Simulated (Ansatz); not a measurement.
Consider the substitution at a C–O bond: `COC1CO1` + `[OH][GeH3]` → `[GeH3][O]C1CO1` + CH₃OH.

Gas-phase electronic energies from Ansatz, PBE0-D4/def2-TZVP geometries. CCSD(T)/CBS is the MP2 limit (def2-TZVPP, def2-QZVPP) plus CCSD(T) − MP2 in def2-TZVPP, frozen cores. This one scheme is used for every species. Functionals use def2-TZVPP. B3LYP here is the variant with VWN-RPA as its local correlation; programs differ in this. For Ge outer-core shells are correlated without core-valence functions, which leaves a few kJ/mol of doubt a bond. Scalar relativity is left out up to krypton. Each species was taken in one conformer, which may not be the lowest.

`COC1CO1`:

Z-matrix (Å, degrees):
```
C
O 1 1.413
H 1 1.094 2 111.0
H 1 1.089 2 107.1 3 119.4
H 1 1.097 2 111.1 3 -121.6
C 2 1.364 1 112.7 3 64.0
O 6 1.409 2 117.4 1 -80.2
C 6 1.448 2 118.4 1 -149.1
H 6 1.092 2 114.5 1 57.3
H 8 1.087 6 120.5 2 -149.9
H 8 1.086 6 117.8 2 3.3
```

`[OH][GeH3]`:

Cartesian coordinates in Å:
```
O -1.260 -0.408 0.358
Ge 0.385 -0.025 -0.212
H -1.599 0.246 0.974
H 0.731 -1.172 -1.165
H 1.356 0.027 0.984
H 0.387 1.333 -0.939
```

`[GeH3][O]C1CO1`:

Cartesian coordinates in Å:
```
Ge 1.435 -0.927 0.727
O 0.883 0.568 -0.089
C -0.275 0.526 -0.817
C -1.576 0.750 -0.187
O -0.919 1.750 -0.968
H 2.752 -0.522 1.388
H 0.366 -1.348 1.750
H 1.626 -2.027 -0.332
H -0.209 -0.065 -1.733
H -1.597 0.952 0.881
H -2.487 0.343 -0.619
```

CH₃OH:

Z-matrix (Å, degrees):
```
C
O 1 1.409
H 1 1.097 2 112.4
H 1 1.090 2 107.0 3 -118.5
H 1 1.097 2 112.4 3 123.0
H 2 0.959 1 108.5 3 -61.6
```

```tsv
level	ΔE (kJ/mol)	difference from CCSD(T)/CBS
r2SCAN-D4	17.6	1.0
PBE0-D4	16.1	-0.5
ωB97X-V	17.6	1.0
ωB97M-V	17.6	1.0
B2PLYP	18.3	1.7
r2SCAN	18.0	1.4
B3LYP	18.1	1.5
HF/def2-TZVPP	17.6	1.0
MP2/def2-TZVPP	17.9	1.3
SCS-MP2/def2-TZVPP	17.6	1.0
CCSD/def2-TZVPP	16.9	0.3
CCSD(T)/def2-TZVPP	16.9	0.3
HF/def2-QZVPP	17.6	1.0
MP2/def2-QZVPP	17.7	1.1
MP2/CBS(def2)	17.5	0.9
CCSD/CBS(def2)	16.6	0.0
CCSD(T)/CBS	16.6	0
```

Largest T1 diagnostic among the species: 0.012.
